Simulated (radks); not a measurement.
Question: The holmium ion Ho11+ is in [Kr] 4d10 4f(5/2: 6, 7/2: 1) 5s2 5p(1/2: 1, 3/2: 0). Calculated with a radial shooting solver on a logarithmic mesh with Libxc functionals: Dirac Kohn-Sham, relativistic LDA (MacDonald-Vosko exchange, VWN5 correlation), spin-unpolarised, spherical densities, finite nucleus; Fermi nuclear charge, rms radius of each element as measured or else 0.836 A^(1/3) + 0.57 fm. Sub-shells are occupied by j as written (lower j first in brackets). One electron is removed from 4f5/2, 4f7/2, 5p1/2, 5s1/2 in turn, with full relaxation. Which removal costs least, and what does each cost?

Answer: 5p1/2 209.30 eV; 4f7/2 219.17 eV; 4f5/2 220.60 eV; 5s1/2 236.15 eV. The 5p1/2 electron leaves first.
